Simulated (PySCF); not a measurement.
tin monoxide (OSn), singlet, geometry from GFN2-xTB (such geometries of metal compounds can be far from the true shape) (core potentials on Sn), with bond 1-2 at 1.3 times its length; PySCF with PBE/def2-TZVP.

Input for PySCF:
```python
from pyscf import gto, scf, dft

mol = gto.Mole()
mol.atom = '''
    Sn    0.000000    0.000000   -0.789918
    O     0.000000    0.000000    1.554957
'''
mol.basis = 'def2-tzvp'
mol.ecp = {'Sn': 'def2-tzvp'}
mol.charge = 0
mol.spin = 0
mol.verbose = 4
mol.build()

mf = dft.RKS(mol)
mf.xc = 'pbe'
mf.diis = False
mf.damp = 0.6
mf.diis_start_cycle = 200
mf.max_cycle = 150
mf.kernel()
mf.analyze()
```

It wrote (shortened):

```
PySCF version 2.14.0

[INPUT] verbose = 4
[INPUT] num. atoms = 2
[INPUT] num. electrons = 30
[INPUT] charge = 0
[INPUT] spin (= nelec alpha-beta = 2S) = 0
[INPUT] symmetry False subgroup None
[INPUT] Mole.unit = angstrom
[INPUT] Symbol           X                Y                Z      unit          X                Y                Z       unit  Magmom
[...]
nuclear repulsion = 39.7186157564561
number of shells = 27
number of NR pGTOs = 137
number of NR cGTOs = 81
basis = def2-tzvp
ecp = {'Sn': 'def2-tzvp'}

******** <class 'pyscf.dft.rks.RKS'> ********
method = RKS
initial guess = minao
damping factor = 0.6
level_shift factor = 0
DIIS disabled
SCF conv_tol = 1e-09
SCF conv_tol_grad = None
SCF max_cycles = 150
direct_scf = True
direct_scf_tol = 1e-13
XC library pyscf.dft.libxc version 7.1.2
    S. Lehtola, C. Steigemann, M. J. T. Oliveira, and M. A. L. Marques,  SoftwareX 7, 1–5 (2018)
XC functionals = pbe
    J. P. Perdew, K. Burke, and M. Ernzerhof,  Phys. Rev. Lett. 77, 3865 (1996)
    J. P. Perdew, K. Burke, and M. Ernzerhof,  Phys. Rev. Lett. 78, 1396 (1997)
    J. P. Perdew, K. Burke, and M. Ernzerhof,  Phys. Rev. Lett. 77, 3865 (1996)
    J. P. Perdew, K. Burke, and M. Ernzerhof,  Phys. Rev. Lett. 78, 1396 (1997)
radial grids:
    Treutler-Ahlrichs [JCP 102, 346 (1995); DOI:10.1063/1.469408] (M4) radial grids

becke partition: Becke, JCP 88, 2547 (1988); DOI:10.1063/1.454033
pruning grids: <function nwchem_prune>
grids dens level: 3
symmetrized grids: False
atomic radii adjust function: <function treutler_atomic_radii_adjust>
small_rho_cutoff = 0
Set gradient conv threshold to 3.16228e-05
Initial guess from minao.
tot grids = 36040
init E= -252.719650064578
[...]
cycle= 1 E= -285.335523257506  delta_E= -32.6  |g|= 4.24  |ddm|= 29.9
[...]
cycle= 2 E= -287.108728610628  delta_E= -1.77  |g|= 3.19  |ddm|= 5.65
[...]
cycle= 3 E= -285.4931750243  delta_E= 1.62  |g|= 3.21  |ddm|=  3.1
[...]
cycle= 4 E= -287.106375775612  delta_E= -1.61  |g|=  3.1  |ddm|= 3.55
[...]
cycle= 5 E= -286.201464280492  delta_E= 0.905  |g|= 3.12  |ddm|= 3.27
[...]
cycle= 6 E= -287.3398743958  delta_E= -1.14  |g|= 2.91  |ddm|= 3.15
[...]
cycle= 7 E= -285.735060494073  delta_E=  1.6  |g|= 3.15  |ddm|= 3.22
[...]
cycle= 8 E= -287.188426362632  delta_E= -1.45  |g|= 3.03  |ddm|= 3.31
[...]
cycle= 9 E= -286.03016731026  delta_E= 1.16  |g|= 3.13  |ddm|= 3.26
[...]
cycle= 10 E= -287.283352443087  delta_E= -1.25  |g|= 2.96  |ddm|=  3.2
[...]
cycle= 11 E= -285.842778156933  delta_E= 1.44  |g|= 3.14  |ddm|= 3.23
[...]
cycle= 12 E= -287.222613491242  delta_E= -1.38  |g|= 3.01  |ddm|= 3.27
[...]
cycle= 13 E= -285.96174978868  delta_E= 1.26  |g|= 3.14  |ddm|= 3.25
[...]
cycle= 14 E= -287.261006363522  delta_E= -1.3  |g|= 2.98  |ddm|= 3.23
[...]
cycle= 15 E= -285.886344754352  delta_E= 1.37  |g|= 3.14  |ddm|= 3.24
[...]
cycle= 16 E= -287.236612923236  delta_E= -1.35  |g|= 2.99  |ddm|= 3.25
[...]
cycle= 17 E= -285.934230408757  delta_E=  1.3  |g|= 3.14  |ddm|= 3.25
[...]
cycle= 18 E= -287.252081970484  delta_E= -1.32  |g|= 2.98  |ddm|= 3.24
[...]
cycle= 19 E= -285.903866774223  delta_E= 1.35  |g|= 3.14  |ddm|= 3.24
[...]
cycle= 20 E= -287.242264959307  delta_E= -1.34  |g|= 2.99  |ddm|= 3.25
[...]
cycle= 21 E= -285.923141862421  delta_E= 1.32  |g|= 3.14  |ddm|= 3.24
[...]
cycle= 22 E= -287.248493673906  delta_E= -1.33  |g|= 2.99  |ddm|= 3.24
[...]
cycle= 23 E= -285.910915229718  delta_E= 1.34  |g|= 3.14  |ddm|= 3.24
[...]
cycle= 24 E= -287.244541391956  delta_E= -1.33  |g|= 2.99  |ddm|= 3.25
[...]
cycle= 25 E= -285.91867488187  delta_E= 1.33  |g|= 3.14  |ddm|= 3.24
[...]
cycle= 26 E= -287.247049211535  delta_E= -1.33  |g|= 2.99  |ddm|= 3.24
[...]
cycle= 27 E= -285.913751858174  delta_E= 1.33  |g|= 3.14  |ddm|= 3.24
[...]
cycle= 28 E= -287.245457952056  delta_E= -1.33  |g|= 2.99  |ddm|= 3.24
[...]
cycle= 29 E= -285.91687589775  delta_E= 1.33  |g|= 3.14  |ddm|= 3.24
[...]
cycle= 30 E= -287.246467648236  delta_E= -1.33  |g|= 2.99  |ddm|= 3.24
[...]
cycle= 31 E= -285.914893729909  delta_E= 1.33  |g|= 3.14  |ddm|= 3.24
[...]
cycle= 32 E= -287.245826974641  delta_E= -1.33  |g|= 2.99  |ddm|= 3.24
[...]
cycle= 33 E= -285.91615150569  delta_E= 1.33  |g|= 3.14  |ddm|= 3.24
[...]
cycle= 34 E= -287.246233497971  delta_E= -1.33  |g|= 2.99  |ddm|= 3.24
[...]
cycle= 35 E= -285.915353435117  delta_E= 1.33  |g|= 3.14  |ddm|= 3.24
[...]
cycle= 36 E= -287.245975549727  delta_E= -1.33  |g|= 2.99  |ddm|= 3.24
[...]
cycle= 37 E= -285.915859836756  delta_E= 1.33  |g|= 3.14  |ddm|= 3.24
[...]
cycle= 38 E= -287.246139224077  delta_E= -1.33  |g|= 2.99  |ddm|= 3.24
[...]
cycle= 39 E= -285.915538515885  delta_E= 1.33  |g|= 3.14  |ddm|= 3.24
[...]
cycle= 40 E= -287.246035368903  delta_E= -1.33  |g|= 2.99  |ddm|= 3.24
[...]
cycle= 41 E= -285.915742402676  delta_E= 1.33  |g|= 3.14  |ddm|= 3.24
[...]
cycle= 42 E= -287.246101267468  delta_E= -1.33  |g|= 2.99  |ddm|= 3.24
[...]
cycle= 43 E= -285.915613032179  delta_E= 1.33  |g|= 3.14  |ddm|= 3.24
[...]
cycle= 44 E= -287.246059453286  delta_E= -1.33  |g|= 2.99  |ddm|= 3.24
[...]
cycle= 45 E= -285.915695120983  delta_E= 1.33  |g|= 3.14  |ddm|= 3.24
[...]
cycle= 46 E= -287.246085985368  delta_E= -1.33  |g|= 2.99  |ddm|= 3.24
[...]
cycle= 47 E= -285.915643033784  delta_E= 1.33  |g|= 3.14  |ddm|= 3.24
[...]
cycle= 48 E= -287.246069150139  delta_E= -1.33  |g|= 2.99  |ddm|= 3.24
[...]
cycle= 49 E= -285.915676084366  delta_E= 1.33  |g|= 3.14  |ddm|= 3.24
[...]
cycle= 50 E= -287.246079832485  delta_E= -1.33  |g|= 2.99  |ddm|= 3.24
[...]
cycle= 51 E= -285.915655113008  delta_E= 1.33  |g|= 3.14  |ddm|= 3.24
[...]
cycle= 52 E= -287.246073054287  delta_E= -1.33  |g|= 2.99  |ddm|= 3.24
[...]
cycle= 53 E= -285.915668419832  delta_E= 1.33  |g|= 3.14  |ddm|= 3.24
[...]
cycle= 54 E= -287.246077355214  delta_E= -1.33  |g|= 2.99  |ddm|= 3.24
[...]
cycle= 55 E= -285.915659976341  delta_E= 1.33  |g|= 3.14  |ddm|= 3.24
[...]
cycle= 56 E= -287.246074626173  delta_E= -1.33  |g|= 2.99  |ddm|= 3.24
[...]
[...]
[...]
cycle= 82 E= -287.246075688452  delta_E= -1.33  |g|= 2.99  |ddm|= 3.24
[...]
cycle= 83 E= -285.91566324849  delta_E= 1.33  |g|= 3.14  |ddm|= 3.24
[...]
cycle= 84 E= -287.246075683771  delta_E= -1.33  |g|= 2.99  |ddm|= 3.24
[...]
cycle= 85 E= -285.915663257679  delta_E= 1.33  |g|= 3.14  |ddm|= 3.24
[...]
cycle= 86 E= -287.24607568674  delta_E= -1.33  |g|= 2.99  |ddm|= 3.24
[...]
cycle= 87 E= -285.915663251848  delta_E= 1.33  |g|= 3.14  |ddm|= 3.24
[...]
cycle= 88 E= -287.246075684857  delta_E= -1.33  |g|= 2.99  |ddm|= 3.24
[...]
cycle= 89 E= -285.915663255547  delta_E= 1.33  |g|= 3.14  |ddm|= 3.24
[...]
cycle= 90 E= -287.246075686054  delta_E= -1.33  |g|= 2.99  |ddm|= 3.24
[...]
cycle= 91 E= -285.915663253201  delta_E= 1.33  |g|= 3.14  |ddm|= 3.24
[...]
cycle= 92 E= -287.246075685295  delta_E= -1.33  |g|= 2.99  |ddm|= 3.24
[...]
cycle= 93 E= -285.91566325469  delta_E= 1.33  |g|= 3.14  |ddm|= 3.24
[...]
cycle= 94 E= -287.246075685776  delta_E= -1.33  |g|= 2.99  |ddm|= 3.24
[...]
cycle= 95 E= -285.915663253746  delta_E= 1.33  |g|= 3.14  |ddm|= 3.24
[...]
cycle= 96 E= -287.24607568547  delta_E= -1.33  |g|= 2.99  |ddm|= 3.24
[...]
cycle= 97 E= -285.915663254345  delta_E= 1.33  |g|= 3.14  |ddm|= 3.24
[...]
cycle= 98 E= -287.246075685664  delta_E= -1.33  |g|= 2.99  |ddm|= 3.24
[...]
cycle= 99 E= -285.915663253964  delta_E= 1.33  |g|= 3.14  |ddm|= 3.24
[...]
cycle= 100 E= -287.246075685541  delta_E= -1.33  |g|= 2.99  |ddm|= 3.24
[...]
cycle= 101 E= -285.915663254205  delta_E= 1.33  |g|= 3.14  |ddm|= 3.24
[...]
cycle= 102 E= -287.24607568562  delta_E= -1.33  |g|= 2.99  |ddm|= 3.24
[...]
cycle= 103 E= -285.915663254053  delta_E= 1.33  |g|= 3.14  |ddm|= 3.24
[...]
cycle= 104 E= -287.246075685571  delta_E= -1.33  |g|= 2.99  |ddm|= 3.24
[...]
cycle= 105 E= -285.91566325415  delta_E= 1.33  |g|= 3.14  |ddm|= 3.24
[...]
cycle= 106 E= -287.2460756856  delta_E= -1.33  |g|= 2.99  |ddm|= 3.24
[...]
cycle= 107 E= -285.915663254088  delta_E= 1.33  |g|= 3.14  |ddm|= 3.24
[...]
cycle= 108 E= -287.246075685582  delta_E= -1.33  |g|= 2.99  |ddm|= 3.24
[...]
cycle= 109 E= -285.915663254127  delta_E= 1.33  |g|= 3.14  |ddm|= 3.24
[...]
cycle= 110 E= -287.246075685594  delta_E= -1.33  |g|= 2.99  |ddm|= 3.24
[...]
cycle= 111 E= -285.915663254102  delta_E= 1.33  |g|= 3.14  |ddm|= 3.24
[...]
cycle= 112 E= -287.246075685587  delta_E= -1.33  |g|= 2.99  |ddm|= 3.24
[...]
cycle= 113 E= -285.915663254118  delta_E= 1.33  |g|= 3.14  |ddm|= 3.24
[...]
cycle= 114 E= -287.246075685591  delta_E= -1.33  |g|= 2.99  |ddm|= 3.24
[...]
cycle= 115 E= -285.915663254108  delta_E= 1.33  |g|= 3.14  |ddm|= 3.24
[...]
cycle= 116 E= -287.246075685588  delta_E= -1.33  |g|= 2.99  |ddm|= 3.24
[...]
cycle= 117 E= -285.915663254114  delta_E= 1.33  |g|= 3.14  |ddm|= 3.24
[...]
cycle= 118 E= -287.24607568559  delta_E= -1.33  |g|= 2.99  |ddm|= 3.24
[...]
cycle= 119 E= -285.91566325411  delta_E= 1.33  |g|= 3.14  |ddm|= 3.24
[...]
cycle= 120 E= -287.246075685589  delta_E= -1.33  |g|= 2.99  |ddm|= 3.24
[...]
cycle= 121 E= -285.915663254113  delta_E= 1.33  |g|= 3.14  |ddm|= 3.24
[...]
cycle= 122 E= -287.24607568559  delta_E= -1.33  |g|= 2.99  |ddm|= 3.24
[...]
cycle= 123 E= -285.915663254111  delta_E= 1.33  |g|= 3.14  |ddm|= 3.24
[...]
cycle= 124 E= -287.24607568559  delta_E= -1.33  |g|= 2.99  |ddm|= 3.24
[...]
cycle= 125 E= -285.915663254113  delta_E= 1.33  |g|= 3.14  |ddm|= 3.24
[...]
cycle= 126 E= -287.24607568559  delta_E= -1.33  |g|= 2.99  |ddm|= 3.24
[...]
cycle= 127 E= -285.915663254111  delta_E= 1.33  |g|= 3.14  |ddm|= 3.24
[...]
cycle= 128 E= -287.246075685589  delta_E= -1.33  |g|= 2.99  |ddm|= 3.24
[...]
cycle= 129 E= -285.915663254112  delta_E= 1.33  |g|= 3.14  |ddm|= 3.24
[...]
cycle= 130 E= -287.246075685589  delta_E= -1.33  |g|= 2.99  |ddm|= 3.24
[...]
cycle= 131 E= -285.915663254112  delta_E= 1.33  |g|= 3.14  |ddm|= 3.24
[...]
cycle= 132 E= -287.246075685589  delta_E= -1.33  |g|= 2.99  |ddm|= 3.24
[...]
cycle= 133 E= -285.915663254111  delta_E= 1.33  |g|= 3.14  |ddm|= 3.24
[...]
cycle= 134 E= -287.246075685589  delta_E= -1.33  |g|= 2.99  |ddm|= 3.24
[...]
cycle= 135 E= -285.915663254112  delta_E= 1.33  |g|= 3.14  |ddm|= 3.24
[...]
cycle= 136 E= -287.246075685589  delta_E= -1.33  |g|= 2.99  |ddm|= 3.24
[...]
cycle= 137 E= -285.91566325411  delta_E= 1.33  |g|= 3.14  |ddm|= 3.24
[...]
cycle= 138 E= -287.24607568559  delta_E= -1.33  |g|= 2.99  |ddm|= 3.24
[...]
cycle= 139 E= -285.915663254113  delta_E= 1.33  |g|= 3.14  |ddm|= 3.24
[...]
cycle= 140 E= -287.24607568559  delta_E= -1.33  |g|= 2.99  |ddm|= 3.24
[...]
cycle= 141 E= -285.915663254111  delta_E= 1.33  |g|= 3.14  |ddm|= 3.24
[...]
cycle= 142 E= -287.246075685589  delta_E= -1.33  |g|= 2.99  |ddm|= 3.24
[...]
cycle= 143 E= -285.915663254113  delta_E= 1.33  |g|= 3.14  |ddm|= 3.24
[...]
cycle= 144 E= -287.24607568559  delta_E= -1.33  |g|= 2.99  |ddm|= 3.24
[...]
cycle= 145 E= -285.915663254111  delta_E= 1.33  |g|= 3.14  |ddm|= 3.24
[...]
cycle= 146 E= -287.24607568559  delta_E= -1.33  |g|= 2.99  |ddm|= 3.24
[...]
cycle= 147 E= -285.915663254112  delta_E= 1.33  |g|= 3.14  |ddm|= 3.24
[...]
cycle= 148 E= -287.24607568559  delta_E= -1.33  |g|= 2.99  |ddm|= 3.24
[...]
cycle= 149 E= -285.915663254112  delta_E= 1.33  |g|= 3.14  |ddm|= 3.24
[...]
cycle= 150 E= -287.246075685589  delta_E= -1.33  |g|= 2.99  |ddm|= 3.24
SCF not converged.
SCF energy = -287.246075685589
**** SCF Summaries ****
Total Energy =                        -287.246075685589005
Nuclear Repulsion Energy =              39.718615756456110
One-electron Energy =                 -564.646631010514511
Two-electron Energy =                  237.681939568469346
Two-electron Coulomb Energy =          265.387642727201182
DFT Exchange-Correlation Energy =      -27.705703158731847
HOMO-LUMO gap [eV] =                     5.907915836556779
**** MO energy ****
[...]
WARN: Weak orthogonality for localized orbitals 2.5235403514495123e-09

Dipole moment(X, Y, Z, Debye): -0.00000, -0.00000, -26.05646
```

Convergence was not reached.
